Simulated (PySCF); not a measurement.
CH₈ClNSi₂, SMILES C[Si@@H](Cl)N[SiH3].

The structure is a stationary point at PBE-D3(BJ)/def2-SVP. The structure was generated by enumeration; whether it is a known compound was not checked. One conformer was computed; it need not be the lowest.

Calculation: M06-2X/def2-TZVP (PySCF).

Question: Estimate the frontier levels, gap, dipole moment and polarisability. (An estimate is asked for; the answer gives what the named calculation found.)

Answer: 
```yaml
highest_occupied_level: -9.12 eV
lowest_empty_level: 0.80 eV
orbital_gap: 9.92 eV
dipole_moment: 1.90 D
quadrupole, principal values (traceless, Buckingham form, about the centre of nuclear charge): -7.04, 0.86, 6.18 D·Å
mean_static_polarisability: 81.1 bohr³ (12.01 Å³)
polarisability_principal_values: 72.8, 81.0, 89.4 bohr³
```
